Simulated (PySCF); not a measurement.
C5H8N2Si.
Bonds: C1–C2 (double), C2–C3, C3–N4 (aromatic), N4–C5 (aromatic), C5–C6 (aromatic), C6–N7 (aromatic), N7–Si8, C3–N7 (aromatic). Hydrogens: H9, H10 on C1; H11 on C2; H12 on C5; H13 on C6; H14, H15, H16 on Si8.

Probes without a nucleus sit at each ring's centroid and 1 Å off its mean plane on both sides; NICS is minus the shielding there, NICSzz its component along the normal. Level: GIAO PBE0/pcSseg-1 (PySCF, non-relativistic, gas phase) on the GFN2-xTB geometry, one conformer.

Ring bond lengths (Å), with Mayer bond orders in brackets: C3–N4 1.310 (1.58), N4–C5 1.356 (1.37), C5–C6 1.362 (1.55), C6–N7 1.373 (1.13), N7–C3 1.378 (1.02).

Task: Give the NICS values of each ring in ppm.

Result: 
```tsv
ring	type	NICS(0)	NICS(1), two faces	NICS(1)zz, two faces	rms pucker (Å)	centre to ring atoms, mean (Å)
C3–N4–C5–C6–N7	5-membered ring with 2 N; formal bonds all aromatic	-11.1	-10.6 / -10.6	-27.7 / -27.7	0.00	1.15
```

Task: What do they say, and how far can they be read as aromaticity?

Result: 
- C3–N4–C5–C6–N7: mean NICS(1)zz -27.7 ppm, shielded. The ring is flat and has no four-coordinate atom; by the NICS criterion it is aromatic.

Task: What does the geometric index give? HOMA = 1 − mean of α(R − Ropt)² over the ring bonds, with Krygowski's 1993 parameters (CC: Ropt 1.388 Å, α 257.7 Å⁻²; CN: Ropt 1.334 Å, α 93.52 Å⁻²).

Result: 
- C3–N4–C5–C6–N7: HOMA 0.88; the largest term is that of N7–C3, α(R − Ropt)² = 0.18. The geometric and the magnetic index point the same way.

Task: What is the mean of the two in-plane components of NICS at the first NICS(1) probe listed for ring C3–N4–C5–C6–N7, 1 Å off the ring?

Result: The isotropic value is a third of the trace: (3 × -10.6 − (-27.7))/2 = -2.0 ppm.

Task: Give the inner angles of the rings and the Hirshfeld charges of the ring atoms.

Result: 
- C3–N4–C5–C6–N7: C3 111.8° (+0.082 e), N4 106.2° (-0.193 e), C5 109.8° (-0.040 e), C6 107.2° (-0.040 e), N7 105.0° (-0.107 e); sum 540.0° against 540° for a flat convex ring.

Task: How shielded are the nuclei of the rings and their hydrogens (means over atoms taken as equivalent)?

Result: 
| atoms | environment | σ isotropic (ppm) |
| --- | --- | --- |
| C3 | substituted aromatic carbon | 32.0 |
| N4 | pyridine-type nitrogen | -38.7 |
| C5 | aromatic CH next to a ring nitrogen | 49.3 |
| C6 | aromatic CH next to a ring nitrogen | 60.0 |
| N7 | pyrrole-type nitrogen | 97.2 |
| H12 | aromatic hydrogen | 24.34 |
| H13 | aromatic hydrogen | 25.02 |

Shape of the structure used: `[CH2:1]=[CH:2][c:3]1[n:4][cH:5][cH:6][n:7]1[SiH3:8]`: C1–C2–C3–N4 0°.
